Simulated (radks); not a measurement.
The argon ion Ar+ inside a hard spherical wall (all orbitals vanish at R), configuration held at [Ne] 3s2 3p5 and not refilled when levels cross. Method: scalar-relativistic Kohn-Sham, r2SCAN, spin-polarised, spherical densities, finite nucleus; open shells are filled with parallel spins first; meta-GGA in the generalised Kohn-Sham scheme; Fermi nuclear charge, rms radius 3.4274 fm; computed with a radial shooting solver on a logarithmic mesh with Libxc functionals. Eigenvalues in eV for spin up, with the zero of energy where the potential of the charges vanishes at infinity; a dash marks a level that is unbound or too diffuse for the functional's potential to be trusted. A positive occupied level is held by the wall or, in an anion where self-interaction has pushed it up, behind a barrier. The pressure on the wall is -dE/dV.

\begin{tabular}{lrrrrrrrrr}
R (bohr) & E (hartree) & kinetic (hartree) & e(2s) & e(2p) & e(3s) & e(3p) & e(4s, empty) & e(3d, empty) & pressure (GPa) \\ \hline
free & -528.81540 & 531.625 & -316.62 & -247.40 & -38.534 & -23.199 & - & - & 0 \\
20 & -528.81540 & 531.625 & -316.62 & -247.40 & -38.534 & -23.199 & - & - & < 0.0001 \\
12 & -528.81540 & 531.625 & -316.62 & -247.40 & -38.534 & -23.199 & - & - & < 0.0001 \\
10 & -528.81540 & 531.625 & -316.62 & -247.40 & -38.534 & -23.199 & -4.784 & -3.321 & < 0.0001 \\
8 & -528.81539 & 531.625 & -316.62 & -247.40 & -38.534 & -23.199 & -4.462 & -3.230 & 0.000342 \\
6 & -528.81495 & 531.631 & -316.59 & -247.37 & -38.513 & -23.177 & -2.843 & -2.853 & 0.0686 \\
5 & -528.81079 & 531.673 & -316.40 & -247.18 & -38.384 & -23.040 & -0.083 & -2.221 & 0.999 \\
3.5 & -528.67212 & 532.624 & -313.22 & -243.96 & -36.293 & -20.666 & 16.723 & 2.204 & 62.7 \\
2.5 & -527.37878 & 538.606 & -298.95 & -229.48 & -25.766 & -8.451 & 71.466 & 17.830 & 1270 \\
2 & -524.05547 & 550.291 & -278.53 & -208.60 & -5.689 & 13.910 & 155.85 & 41.546 & 6900 \\
\end{tabular}
